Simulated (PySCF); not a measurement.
Tellurium: a sound run and one with changed settings

Sound run: Te⁺ [Kr] 4d10 5s2 5p3, Te²⁺ [Kr] 4d10 5s2 5p2. All numbers are calculated (PySCF 2.14, scalar relativity through the core potential, in aug-cc-pVDZ-PP with ECP28MDF (5s4p3d, 32 functions)). In the sound run the correlated levels freeze 4s2 4p6 4d10 outside the core potential. The sound run starts from symmetry-adapted Hartree-Fock orbitals and uses a fine grid where one is needed.

Changed run: initial guess 1e, at most 50 SCF cycles.

| species | method | sound run (hartree) | changed run (hartree) | converged |
| --- | --- | --- | --- | --- |
| Te⁺ | UHF | -266.71544 | -266.71544 | yes |
| Te⁺ | M06-2X | -267.60343 | -267.60343 | yes |
| Te⁺ | CCSD(T) | -266.77697 | -266.77697 | yes |
| Te²⁺ | PBE0 | -266.97535 | -266.97535 | yes |
| Te²⁺ | MP2 | -266.07774 | -266.07774 | yes |

Here the plain start reaches the same solutions.
